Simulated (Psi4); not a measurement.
Dimer: C2H4 (SMILES C=C) (first 6 atoms) with H2Se (SMILES [SeH2]); geometry from B3LYP-D3(BJ)/def2-TZVP, rigid monomers moved along the line of their centres of mass till C1···Se7 is 6.41 Å.
(charge 0, multiplicity 1):
```xyz
9

C     -0.303     0.640    -0.066
C      0.109    -0.615     0.035
H     -1.348     0.887    -0.212
H      0.385     1.473    -0.003
H      1.153    -0.862     0.184
H     -0.580    -1.449    -0.025
Se     0.726     0.799     6.262
H     -0.643     0.336     6.002
H      0.481     0.842     7.714
```

All values below come from Psi4 1.11 with SAPT0/aug-cc-pVDZ.

Question: Which attractive term is largest, and how does the interaction split up?

Answer: electrostatics -0.06, exchange 0.00, induction 0.00, dispersion -0.07, total -0.13 kcal/mol; the largest attraction is dispersion.
